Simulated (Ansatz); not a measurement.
`C[SiH2]C(N)F` + `OCS` → `NC(F)OCS` + `C[SiH3]`  (substitution at a C–Si bond)

Isolated molecules relaxed with PBE0-D4/def2-TZVP in Ansatz; ΔE leaves out vibrations. CBS: MP2 limit from def2 TZ/QZ plus the TZ coupled-cluster correction, frozen cores. This one scheme is used for every species. DFT in def2-TZVPP. B3LYP here is the variant with VWN-RPA as its local correlation; programs differ in this. One conformer a species, not always the lowest.

```tsv
species	B3LYP-D4 energy (Eh)
`C[SiH2]C(N)F`	-525.27286
`OCS`	-514.00306
`NC(F)OCS`	-708.00736
`C[SiH3]`	-331.26810
```

Work out ΔE.

ΔE = (-708.00736) + (-331.26810) − (-525.27286) − (-514.00306) = 0.00046 Eh = +0.01 eV. CCSD(T)/CBS gives +0.03 eV.

Largest T1 diagnostic among the species: 0.012.

In def2-TZVPP, CCSD(T) changes the Hartree–Fock value by +0.14 eV (the triples alone add +0.00 eV) and MP2 by +0.17 eV. From PBE to PBE0 (25 % exact exchange), in def2-TZVPP and without D4, ΔE moves by −0.04 eV.
